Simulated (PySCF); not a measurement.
Cl₂Cu, SMILES [Cl][Cu+][Cl] (connectivity only; charge and spin as stated), charge +1, multiplicity 3. The structure is a stationary point at PBE-D3(BJ)/def2-TZVP. The spin state was assumed, not searched.

Calculation: PBE-D3(BJ)/def2-TZVP (PySCF).

Harmonic wavenumbers (cm⁻¹): 81, 81, 324, 471. Rotational constants (GHz): 1.679 (linear); symmetry number 2.

### Question
Work out the zero-point energy and the ideal-gas rigid-rotor harmonic-oscillator thermochemistry at 298.15 K and 1 atm.

### Answer
ZPE = ½ Σ hcν = ½ × 957 cm⁻¹ = 5.72 kJ/mol. H − E(el) = 20.13 kJ/mol. Entropy in J/(mol K): translation 169.87, rotation 70.87, vibration 40.82, spin 9.13, total 290.69. G − E(el) = -66.54 kJ/mol. Cp = 57.83 J/(mol K). Modes under 150 cm⁻¹ make the vibrational entropy uncertain.
